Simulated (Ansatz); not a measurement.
H$_{6}$Ge$_{2}$, charge -1, doublet, at a GFN2-xTB geometry (a state made from the parent by changing its charge; the spin is typed, not shown lowest) (a gas-phase anion, which may not be bound at this level). Base run: PBE/6-31G (Ansatz, a first-principles code).

Geometry (Å):
```xyz
8

Ge    -1.2352     0.5129    -0.1259
Ge     1.2353    -0.5121     0.1290
H     -1.9253    -0.6052    -1.0275
H     -2.4784     1.6125    -0.4205
H     -1.9402    -0.0249     1.1998
H      2.4783    -1.6135     0.4172
H      1.9673     0.6296     0.9683
H      1.8969    -0.0265    -1.2369
```
Charge -1, spin multiplicity 2.
Orbitals are unrestricted.
All else is at Ansatz's defaults.

Variants of this job, named by their change:

| change | basis functions | E (Eh) |
|---|---|---|
| base | 70 | -4156.19805 |
| basis = jorge-DZP-DKH; relativity = spin-free X2C; nucleus = Gaussian | 116 | -4200.33767 |
| basis = x2c-SVPall; relativity = spin-free X2C; nucleus = Gaussian | 94 | -4199.83386 |
| basis = x2c-TZVPall; relativity = spin-free X2C | 132 | -4200.58955 |
| basis = x2c-TZVPall; relativity = spin-free X2C; nucleus = Gaussian | 132 | -4200.56708 |
| basis = x2c-TZVPall; relativity = none | 132 | -4137.98949 |
| basis = jorge-DZP-DKH; relativity = none | 116 | -4146.68983 |
| basis = x2c-SVPall; relativity = none | 94 | -4139.46966 |
| basis = jorge-DZP-DKH; relativity = spin-free X2C | 116 | -4200.36146 |
| basis = x2c-SVPall; relativity = spin-free X2C | 94 | -4199.85452 |

Absolute energies of different levels of theory aren't comparable as measures of quality.

Ansatz warned in this series: the basis is contracted for relativity, which the run leaves out.

A gas-phase anion may not be bound at this level; its values then depend on the basis.

Basis sets contracted for a relativistic Hamiltonian are a mismatch without it, so the rows without relativity aren't non-relativistic limits. No row has spin-orbit coupling; sets with core potentials leave out the core electrons.
